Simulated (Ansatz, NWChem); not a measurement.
Heat of formation of CH2Br2 (dibromomethane) from total energies

CH2Br2: 5 atoms, total charge 0, spin state singlet. As SMILES, `BrCBr`. The coordinates come from a PBE0-D4/def2-TZVP relaxation.

```xyz
5

Br   -0.5824   -0.8733    1.5003
C    -0.1051    0.1241   -0.0720
Br    1.6135   -0.3441   -0.7943
H    -0.0758    1.1733    0.1980
H    -0.8502   -0.0799   -0.8321
```

Total energies at PBE0/def2-SVPD (NWChem 7.3.0); the atoms run unrestricted:

```
species    state   energy (Eh)
 CH2Br2  singlet  -5186.325161
     Br  doublet  -2573.502722
      C  triplet    -37.761463
      H  doublet     -0.500291
```

Harmonic wavenumbers at PBE0-D4/def2-TZVP, in cm⁻¹: 172, 600, 670, 820, 1123, 1219, 1434, 3147, 3234.

Measured heats of formation of the gaseous atoms at 298.15 K, in kJ/mol: Br 111.9, C 716.9, H 218.0. Spin-orbit lowering of the atoms at 298 K (mean of the ground term's levels less their thermal mean, from spectra), in kJ/mol: Br 14.69, C 0.02. Take 1 Eh = 2625.50 kJ/mol, 1 cm⁻¹ = 0.0119627 kJ/mol, RT = 2.479 kJ/mol.

Task: Work out the heat of formation of the gas at 298 K.

Result: 
1. Electronic atomisation energy: 2 × (-2573.502722) + (-37.761463) + 2 × (-0.500291) − (-5186.325161) = 0.557672 Eh = 1464.2 kJ/mol.
2. Zero-point energy: half the sum of the wavenumbers, 6209.5 cm⁻¹ = 74.3 kJ/mol.
3. Thermal vibrational enthalpy, Σ hcν̃/(exp(hcν̃/kT) − 1): 2.6 kJ/mol. Translation, rotation and pV of a non-linear molecule: 4 RT = 9.9 kJ/mol.
4. The 5 free atoms carry 5/2 RT each: 31.0 kJ/mol.
5. Spin-orbit coupling lowers the free atoms by 2 × 14.69 + 0.02 = 29.4 kJ/mol.
6. Atomisation enthalpy at 298 K: 1464.2 − 29.4 − 74.3 − 2.6 − 9.9 + 31.0 = 1379.0 kJ/mol.
7. Sum of the atoms' heats of formation: 1376.7 kJ/mol. Heat of formation: 1376.7 − 1379.0 = -2.3 kJ/mol.

The tabulated value is +3.1 kJ/mol (Active Thermochemical Tables), so this level is off by -5.4 kJ/mol, or 0.4 % of the atomisation enthalpy that the table implies (1373.5 kJ/mol). So close a hit in a small basis owes something to errors that cancel. Relativity is left out. Anharmonicity and any spin-orbit splitting of the molecule are left out.
